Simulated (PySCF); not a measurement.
**Diatomics of Cs with group 15**

PBE0 with double-zeta basis sets in PySCF, for the lowest determinant that a PBE0 search found; no spin–orbit coupling. De refers to high-spin ground-configuration atoms. A positive dipole means M(−)Cs(+).

| M | basis | state (unpaired electrons) | Re (Å) | ωe (cm⁻¹) | De (eV) | μ (D) |
| --- | --- | --- | --- | --- | --- | --- |
| P | def2-SVP | triplet (π ↑↑) | 3.333 | 168 | 1.23 | 9.02 |
| As | def2-SVP | triplet (π ↑↑) | 3.444 | 115 | 1.18 | 9.24 |
| Sb | def2-SVP | triplet (π ↑↑) | 3.665 | 92.5 | 1.14 | 9.99 |
| Bi | def2-SVP | triplet (π ↑↑) | 3.736 | 78.1 | 1.04 | 9.50 |

Task: By what factor does the bond length vary along the series?

Result: At PBE0 it runs from 3.333 Å (CsP) to 3.736 Å (CsBi), a factor of 1.12.

Down a group the atoms grow and get heavier, so bonds lengthen and wavenumbers fall; this series shows no clear exception.

These are scalar-relativistic numbers at best; spin–orbit coupling would shift them, the dissociation energy most. States were picked by a PBE0 search and need not be the measured ground states.
